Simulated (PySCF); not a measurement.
Computed shifts of a molecule C5H5F, PBE/pcSseg-1 run with PySCF, GIAO, gas phase, atoms alike by connectivity averaged where their shifts nearly agree, in ppm (number of nuclei): ¹³C: 158.0 (1), 105.2 (1), 96.7 (1), 80.7 (1), 8.0 (1). ¹⁹F: -105.7 (1). ¹H: 5.33 (1), 5.13 (1), 2.41 (3). References: ¹³C against TMS (σ = 182.0 ppm); ¹⁹F against CFCl3 (σ = 133.6 ppm); ¹H against TMS (σ = 31.49 ppm), references at their B3LYP-D3(BJ)/def2-TZVP geometries, non-relativistic. The structure is a stationary point at B3LYP-D3(BJ)/def2-SVP. Other conformers were not sampled.

### Question
Which molecule gave these data?
A. C=C=C(F)C=C
B. C=C=CC(=C)F
C. C=C(F)C#CC
D. C#C/C=C(/C)F

### Answer
C, C=C(F)C#CC
